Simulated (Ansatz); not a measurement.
Al7As7. The state is a singlet with charge 0. Geometry PBE-D4/def2-SVP; atoms count from 1.

```
atom    x (Å)    y (Å)    z (Å)
 Al1  -1.3223   0.6294   1.4179
 Al2   1.2914   0.2778  -2.8603
 Al3  -0.7404   1.7171  -1.7413
 Al4   1.2145   1.9030   0.0997
 Al5   0.5562  -0.4422   2.9436
 Al6   0.2739  -1.1375  -0.2453
 Al7  -1.4658  -2.0387   2.3787
 As8   1.6041   2.5661  -2.2294
 As9  -1.1034   2.8321   0.4249
As10   0.1137  -2.5132   4.0472
As11  -1.1375  -0.3269  -3.1337
As12   0.7688  -2.0256  -2.4275
As13  -2.2072  -1.3555   0.1916
As14   2.1540  -0.0858   1.1339
```

Single mean-field runs in def2-TZVP are fitted with def2-universal-jkfit.

Estimate the Mulliken populations from the PBE0/def2-TZVP orbitals of Ansatz.


| atom | charge (e) |
| --- | --- |
| Al1 | 0.13 |
| Al2 | 0.25 |
| Al3 | 0.27 |
| Al4 | 0.26 |
| Al5 | 0.20 |
| Al6 | 0.16 |
| Al7 | 0.26 |
| As8 | -0.23 |
| As9 | -0.26 |
| As10 | -0.24 |
| As11 | -0.20 |
| As12 | -0.14 |
| As13 | -0.21 |
| As14 | -0.25 |
Mulliken values depend strongly on the basis.

And the Mayer bond orders between heavy atoms (over 0.3)?

Al1–Al5 0.64 (2.65 Å); Al1–As9 0.93 (2.43 Å); Al1–As13 0.81 (2.50 Å); Al2–As8 1.04 (2.39 Å); Al2–As11 0.82 (2.52 Å); Al2–As12 0.99 (2.40 Å); Al3–As8 0.79 (2.54 Å); Al3–As9 0.94 (2.46 Å); Al3–As11 0.90 (2.50 Å); Al4–As8 0.93 (2.45 Å); Al4–As9 0.85 (2.52 Å); Al4–As14 0.98 (2.43 Å); Al5–Al7 0.36 (2.64 Å); Al5–As10 1.25 (2.39 Å); Al5–As14 0.91 (2.44 Å); Al6–As12 0.95 (2.41 Å); Al6–As13 0.83 (2.53 Å); Al6–As14 0.79 (2.56 Å); Al7–As10 1.40 (2.35 Å); Al7–As13 1.03 (2.41 Å); As11–As12 0.78 (2.65 Å).
